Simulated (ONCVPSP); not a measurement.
**Scattering properties, ONCV potential for In (Z = 49)**

ONCVPSP 4.0.1 input, shortened (lines: element, Z, core and valence counts, functional; n l f; lmax; l rc ep ncon nbas qcut; lloc lpopt rc5 dvloc0; l nproj debl; icmod fcfact rcfact), PBE, fully relativistic:

```
  In 49.00    9    2        4      upf
    1    0    2.00
    2    0    2.00
    2    1    6.00
    3    0    2.00
    3    1    6.00
    3    2   10.00
    4    0    2.00
    4    1    6.00
    4    2   10.00
    5    0    2.00
    5    1    1.00
    1
    0    2.30    0.00    5    9    2.20
    1    2.80    0.00    5    9    2.50
    4    2    2.25    1.00
    0    2    1.00
    1    2    4.00
    0    0.00    0.00
```

Open shells are filled in proportion to 2j + 1.

The phase is arctan(r·R′/R) of the radial function R(r), unwrapped; energies in Ha, scanned from -2 to 5 Ha. A pole is an energy at which the radial function vanishes at the test radius. The pseudo phase is shifted by a multiple of π to meet the all-electron one at the reference energy, and phase errors are pseudo minus all-electron; the curves can meet again beyond the range given. Levels narrower than the energy grid can be missing from the lists of poles.

Problem. For each channel, where are the poles, and over which energies does the pseudopotential scatter like the atom?

Solution.

```json
{"channel": "s", "radius (bohr)": "2.34", "reference energy (Ha)": "-0.30", "poles, all-electron": "1.00", "poles, pseudo": "1.00, 3.59", "unbroken range about the reference energy with phases within 0.05 rad": "below 2.4", "phase error 1 Ha above the reference energy (rad)": "+0.000"}
{"channel": "p3/2", "radius (bohr)": "2.85", "reference energy (Ha)": "-0.09", "poles, all-electron": "0.80, 4.37", "poles, pseudo": "0.79, 4.36", "unbroken range about the reference energy with phases within 0.05 rad": "below 1.8", "phase error 1 Ha above the reference energy (rad)": "-0.005"}
{"channel": "p1/2", "radius (bohr)": "2.85", "reference energy (Ha)": "-0.10", "poles, all-electron": "0.72, 4.23", "poles, pseudo": "0.71, 4.23", "unbroken range about the reference energy with phases within 0.05 rad": "below 1.8", "phase error 1 Ha above the reference energy (rad)": "-0.004"}
```

Note: no bound ghost flagged; GHOST(+) flagged for s at 97.9 eV.

Phases in the p3/2 channel:

```tsv
E (Ha)	all-electron	pseudo
-1.98	1.337	1.335
-1.80	1.320	1.318
-1.62	1.299	1.297
-1.44	1.273	1.271
-1.26	1.238	1.236
-1.08	1.191	1.189
-0.90	1.121	1.119
-0.72	1.008	1.006
-0.54	0.800	0.797
-0.36	0.354	0.352
-0.18	-0.419	-0.419
0.00	-0.987	-0.987
0.18	-1.254	-1.255
0.36	-1.394	-1.396
0.54	-1.482	-1.485
0.72	-1.546	-1.550
0.90	-1.598	-1.603
1.08	-1.647	-1.654
1.26	-1.698	-1.708
1.44	-1.759	-1.774
1.62	-1.843	-1.868
1.80	-1.980	-2.029
1.98	-2.264	-2.380
2.16	-2.965	-3.194
2.34	-3.837	-3.953
2.52	-4.225	-4.267
2.70	-4.393	-4.412
2.88	-4.485	-4.494
3.06	-4.542	-4.547
3.24	-4.583	-4.585
3.42	-4.614	-4.615
3.60	-4.638	-4.639
3.78	-4.659	-4.659
3.96	-4.677	-4.677
4.14	-4.693	-4.693
4.32	-4.708	-4.709
4.50	-4.723	-4.725
4.68	-4.737	-4.742
4.86	-4.752	-4.760
```
